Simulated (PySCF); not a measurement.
# Structure from 2D NMR

Compound of formula C6H13FOSi. Correlations simulated from computed shifts and the bond graph:

HSQC (one-bond C–H):
```tsv
δH	δC
5.86	126.6
5.19	80.5
4.54	66.6
2.07	23.1
0.24	-2.6
```

COSY cross peaks (H two or three bonds apart, from the bond graph; peaks can be absent where the dihedral angle is near 90°):
```tsv
δH	δH
5.86	5.19
5.06	0.24
```

HMBC (two and three bonds, from the bond graph):
```tsv
δH	δC
5.86	157.6, 80.5, 66.6, 23.1
5.19	157.6, 126.6
5.06	66.6, -2.6
4.54	157.6, 126.6, 23.1
2.07	157.6, 126.6, 66.6
```

Carbons without hydrogens: δ 157.6.

Computational details: σ from GIAO-PBE0/pcSseg-1, coordinates at the GFN2-xTB level, in PySCF (averaged over atoms made equivalent by symmetry, fast rotation or ring inversion, one computed conformer, in vacuum, non-relativistic Hamiltonian).

Scale: TMS for ¹H, ¹³C (reference shieldings calculated alike).

Exchangeable hydrogens are left out of these lists.

Question: Which molecule is this?

Answer: SMILES C[SiH2]OC/C(C)=C\CF.

Atom-mapped SMILES (the numbers label the heavy atoms): `[CH3:1][SiH2:2][O:3][CH2:4]/[C:5]([CH3:6])=[CH:7]\[CH2:8][F:9]`. Each H is labelled by its parent atom.

δC 157.6 is C5, a fully substituted alkene carbon. δC 126.6 is C7, an alkene CH (δH 5.86). δC 80.5 is C8, an allylic sp3 CH2 bonded to F (δH 5.19). δC 66.6 is C4, an allylic sp3 CH2 bonded to O (δH 4.54). δC 23.1 is C6, an allylic methyl carbon (δH 2.07). δC -2.6 is C1, a methyl carbon bonded to Si (δH 0.24). HMBC from δH 5.86 reaches the proton-free carbon C5. HMBC from δH 5.19 reaches the proton-free carbon C5. HMBC from δH 4.54 reaches the proton-free carbon C5. HMBC from δH 2.07 reaches the proton-free carbon C5. COSY links 5.86–5.19, 5.06–0.24.

The data come from this structure; uniqueness wasn't tested.

Shifts are as computed. Against solution values, carbons near 30 ppm lie about +3 ppm off and those near 130 ppm about +5 ppm. Of 1309 compounds with measured shifts, 239 miss one by over three times the rms of a fit or turn the order of signals round; such compounds aren't used in these exercises.
